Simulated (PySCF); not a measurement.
GeH7NSi2, SMILES [NH]1[SiH2][SiH2][GeH2]1.

The structure is a stationary point at ωB97X-D3(BJ)/def2-SVP. This is a generated structure with no PubChem entry under its InChIKey; it may be hypothetical.

Two levels are set side by side: TDA-PBE/def2-SVPD (PySCF) and TDA-B3LYP/def2-SVPD (PySCF). Vertical, same geometry. The lowest singlet is HOMO→LUMO 99 % with PBE and HOMO→LUMO 99 % with the other functional; states are paired by order. Differences are taken from unrounded values.

| quantity | TDA-B3LYP |
|---|---|
| lowest singlet excitation (eV) | 5.10 |
| lowest triplet excitation (TDA) (eV) | 4.83 |
| first bright state (f over 0.05) (eV) | 5.57 |
| its oscillator strength | 0.13 |

Q: What does TDA-PBE give, and how far is it from TDA-B3LYP? (An estimate is asked for; the answer gives what the named calculation found.)

A: 
```json
[
 {"quantity": "lowest singlet excitation (eV)", "TDA-PBE": "4.58", "TDA-PBE minus TDA-B3LYP": "-0.52"},
 {"quantity": "lowest triplet excitation (TDA) (eV)", "TDA-PBE": "4.35", "TDA-PBE minus TDA-B3LYP": "-0.48"},
 {"quantity": "first bright state (f over 0.05) (eV)", "TDA-PBE": "5.24", "TDA-PBE minus TDA-B3LYP": "-0.34"},
 {"quantity": "its oscillator strength", "TDA-PBE": "0.10", "TDA-PBE minus TDA-B3LYP": "-0.03"}
]
```

Functionals without exact exchange tend to place singlet excitations lower, as here. Differences between two approximate levels are no errors against the true value.

Rough cost on one machine, each run with all the roots and properties that it gave: TDA-B3LYP against TDA-PBE about 2 times.
